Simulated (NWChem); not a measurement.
# CHS2 cation; SMILES S=C=[SH+]

All runs: NWChem. Geometry: optimised at PBE0/def2-SVP. Level: M06-2X/def2-SVP with COSMO at NWChem's default radii, gas-phase geometry; rows give the dielectric constant. Reactions with the solvent are ignored.

For dielectric constant 78.4:

- electrostatic solvation energy (kcal/mol): -61.6

### Question
How do the values read with dielectric constant 11.7 instead?

### Answer
* **electrostatic solvation energy (kcal/mol)**: -57.0
